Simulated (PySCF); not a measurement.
Ionisation energy along the 8-electron series

Calculated with PySCF 2.14 and a two-component X2C-1e Hamiltonian (Gaussian nucleus, no Breit or QED terms), each ion in its own even-tempered basis scaled to its charge; GMP2 freezes nothing and drops the highest virtual spinors. Values in eV. NIST values: (m) measured, (s) semi-empirical, (t) theoretical.

```tsv
ion	configuration	GHF (spin-free)	GMP2 (spin-free)	GHF (screened spin-orbit)	GMP2 (screened spin-orbit)	NIST
Cd⁴⁰⁺	[He] 2s2 2p4	6292.3	6293.9	6258.3	6258.0	6257 ± 12 (s)
In⁴¹⁺	[He] 2s2 2p4	6595.4	6597.0	6556.0	6555.7	6554 ± 13 (s)
Sn⁴²⁺	[He] 2s2 2p4	6905.9	6907.5	6860.7	6860.4	6859 ± 13 (s)
```

Between Z = 48 and Z = 50 the GMP2 (screened spin-orbit) value grows as Z to the power 2.25.
